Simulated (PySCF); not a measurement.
Simulated C 1s region for `[GeH3][O]c1ccncc1`, binding energy against the vacuum level.

Every computed line was given a Gaussian of 0.7 eV full width at half maximum and an area set by the number of equivalent atoms; the highest printed point is 100. Level of theory: PySCF 2.14.0, delta-SCF UKS SCAN, pcX-2 on the ionised atom, pcseg-1 elsewhere, spin-free X2C.

binding energy (eV), intensity and a bar:
```
    289.1          0 
    289.2          1 
    289.3          2 #
    289.4          5 #
    289.5         10 ###
    289.6         19 ######
    289.7         33 ##########
    289.8         52 ################
    289.9         72 ######################
    290.0         89 ###########################
    290.1         99 ##############################
    290.2         99 ##############################
    290.3         90 ###########################
    290.4         77 #######################
    290.5         67 ####################
    290.6         63 ###################
    290.7         69 #####################
    290.8         81 ########################
    290.9         93 ############################
    291.0        100 ##############################
    291.1         98 #############################
    291.2         86 ##########################
    291.3         67 ####################
    291.4         47 ##############
    291.5         30 #########
    291.6         18 #####
    291.7         12 ###
    291.8         11 ###
    291.9         14 ####
    292.0         21 ######
    292.1         31 #########
    292.2         40 ############
    292.3         47 ##############
    292.4         50 ###############
    292.5         46 ##############
    292.6         39 ############
    292.7         29 #########
    292.8         19 ######
    292.9         11 ###
    293.0          6 ##
    293.1          3 #
    293.2          1 
    293.3          0 
    293.4          0
```

Q: Count the maxima, the lines and the sites behind this envelope.

A: The curve has 3 maxima (at 290.1, 291.0 and 292.4 eV). Under it lie 3 lines from 3 inequivalent carbon sites.

Q: Decompose the envelope and assign each component. Numbering: `[GeH3:1][O:2][c:3]1[cH:4][cH:5][n:6][cH:7][cH:8]1`.

A: 
| position (eV) | relative area | line | atoms | environment |
| --- | --- | --- | --- | --- |
| 290.14 | 2 | C 1s | C4/C8 | aromatic CH carbon |
| 291.04 | 2 | C 1s | C5/C7 | aromatic CH next to a ring nitrogen |
| 292.39 | 1 | C 1s | C3 | aromatic carbon bearing oxygen |

Q: What are the centre and the root-mean-square width of the whole band?

A: The area-weighted mean of the lines is 290.95 eV. Their own spread about it is 0.83 eV (rms) and each Gaussian has σ = 0.7/2.355 = 0.30 eV; the variances add, which gives 0.88 eV.

The listed C 1s values span 2.25 eV, from C4/C8 (bonded to 2 C (aromatic in the SMILES) and H) to C3 (bonded to O and 2 C (aromatic in the SMILES)). The widest gap between neighbouring values is 1.35 eV, between 291.04 and 292.39 eV. Summing the Pauling electronegativity differences to the bonded atoms, each weighted by its formal bond order, gives -0.35 for the lowest site and +0.89 for the highest; no listed site has a larger sum than the highest.

No satellites, vibrations or lifetime broadening are included. One atom of each set of topologically equivalent atoms was ionised and stands for the set; in this conformer not all members are related by symmetry, and their own values weren't computed. The unrestricted hole states depart most from a pure doublet (⟨S²⟩ = 0.75; over 0.85 named) for C 1s of C3 (0.88), which makes this value less certain. Isolated species at its PBE0-D3(BJ)/def2-SVP geometry (one conformer only).

Conformer computed: `[GeH3:1][O:2][c:3]1[cH:4][cH:5][n:6][cH:7][cH:8]1`: Ge1–O2–C3–C4 -179°.
